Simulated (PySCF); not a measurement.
B3LYP has the VWN-RPA correlation part, as in Gaussian. 

Cartesian coordinates (Å):
```xyz
9

C     -1.1003     0.1760    -0.2700
O     -0.0775    -0.7657    -0.5809
C      1.1350    -0.5787    -0.0089
N      1.5339     0.3173     0.7824
H     -1.9807    -0.1453    -0.8193
H     -1.3186     0.1798     0.8009
H     -0.8176     1.1826    -0.5885
H      1.8057    -1.3690    -0.3356
H      0.8200     1.0029     1.0199
```
Charge 0, multiplicity 1.

Problem. Predict the total energy, dipole moment, HOMO, HOMO–LUMO gap and LUMO from PySCF 2.14.0 with B3LYP-D3(BJ)/def2-TZVP.

Solution. 
- total energy = -209.2708 Ha
- dipole moment = 2.57 D
- HOMO = -7.79 eV
- HOMO–LUMO gap = 8.08 eV
- LUMO = 0.29 eV
